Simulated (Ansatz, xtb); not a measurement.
# Two isomers of GeH8OSi2

We compare I, `[OH][GeH2][SiH2][SiH3]`, a singlet, with II, `O[SiH2][GeH2][SiH3]`, a singlet. Both are isolated molecules in the gas phase, relaxed with r2SCAN-D4/def2-SVP, each in the lowest conformer that the search found.

Problem. Estimate which is lower in electronic energy at CCSD(T)/def2-SVP + ΔMP2/def2-TZVPP, and by roughly how much.

Solution. The CCSD(T)/def2-SVP + ΔMP2/def2-TZVPP calculation puts structure II lower, by 76.4 kJ/mol.

The same difference at several levels:

```json
{"level": "r2SCAN-D4/def2-SVP", "geometry": "r2SCAN-D4/def2-SVP", "E(II) − E(I) (kJ/mol)": "−64.3", "departure from the last row (kJ/mol)": "+12.1", "job, with rough time for the two": "optimisation, 65 s"}
{"level": "HF/def2-SVP", "geometry": "r2SCAN-D4/def2-SVP", "E(II) − E(I) (kJ/mol)": "−70.1", "departure from the last row (kJ/mol)": "+6.3", "job, with rough time for the two": "part of the CCSD(T) run"}
{"level": "MP2/def2-SVP", "geometry": "r2SCAN-D4/def2-SVP", "E(II) − E(I) (kJ/mol)": "−64.7", "departure from the last row (kJ/mol)": "+11.7", "job, with rough time for the two": "part of the CCSD(T) run"}
{"level": "CCSD(T)/def2-SVP", "geometry": "r2SCAN-D4/def2-SVP", "E(II) − E(I) (kJ/mol)": "−61.1", "departure from the last row (kJ/mol)": "+15.3", "job, with rough time for the two": "single point"}
{"level": "CCSD(T)/def2-SVP + ΔMP2/def2-TZVPP", "geometry": "r2SCAN-D4/def2-SVP", "E(II) − E(I) (kJ/mol)": "−76.4", "departure from the last row (kJ/mol)": "", "job, with rough time for the two": "single point, 26 s"}
```

As drawn, II has 1 O–Si, 1 Ge–Si in place of 1 Ge–O, 1 Si–Si.

The levels shown agree on the order. The largest departure from CCSD(T)/def2-SVP + ΔMP2/def2-TZVPP is that of CCSD(T)/def2-SVP, 15.3 kJ/mol. A small imaginary or near-zero mode remains, so no thermal terms are given. Levels run at GFN2-xTB geometries aren't shown. The last row adds to CCSD(T) the change of the MP2 difference between the two basis sets, here −15.3 kJ/mol, a large step that makes the value less sure.

The correlated steps freeze 20 core orbitals; the filled d shell of Ge is correlated, in a basis made for valence electrons. Codes used: Ansatz 0.2.0, xtb 6.7.1; the last row on 2 threads of Intel(R) Xeon(R) 6975P-C (Granite Rapids) on a shared host.
